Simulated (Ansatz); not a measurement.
A structure relaxed at PBE0-D4/def2-TZVP, charge 0, multiplicity 1:

```xyz
11

N     0.639    2.011    0.645
Si    0.748    0.432    0.031
O    -0.599   -0.478    0.392
C    -1.063   -1.500   -0.387
F    -0.229   -2.598   -0.295
H    -0.040    2.672    0.308
H     0.926    2.218    1.587
H     0.819    0.464   -1.454
H     1.944   -0.187    0.645
H    -2.046   -1.808   -0.022
H    -1.099   -1.227   -1.450
```

Give its formula and SMILES.

CH6FNOSi, `N[SiH2]OCF`.

Summarise the bond lengths by kind.

1 × N–Si 1.698 Å; 2 × H–N 1.006 Å; 1 × O–Si 1.666 Å; 2 × H–Si 1.479 to 1.487 Å; 1 × C–O 1.366 Å; 1 × C–F 1.381 Å; 2 × C–H 1.093 to 1.098 Å.

Program: Ansatz 0.2.0.
